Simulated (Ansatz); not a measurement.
Ansatz results at the PBE0-D4/def2-TZVP geometry: LUMO energy (PBE0/def2-TZVPP) -1.67 eV; HOMO energy (B3LYP/def2-TZVPP) -8.40 eV; size of the dipole moment (PBE/def2-TZVPP) 1.75 D.

(1) Which molecule gave them?
A. `[F][Al]([F])[Br]`
B. `C#[C][Al]([Cl])[Cl]`
C. `[F][AlH][O][SiH3]`
D. `[F][Al]([Cl])[Cl]`

Answers

(1) B. The others give `[F][Al]([Cl])[Cl]`: -1.31, -9.33, 0.45; `[F][Al]([F])[Br]`: -1.47, -8.96, 0.67; `[F][AlH][O][SiH3]`: -0.65, -8.72, 1.03.

B3LYP here is the variant with VWN-RPA as its local correlation; programs differ in this.
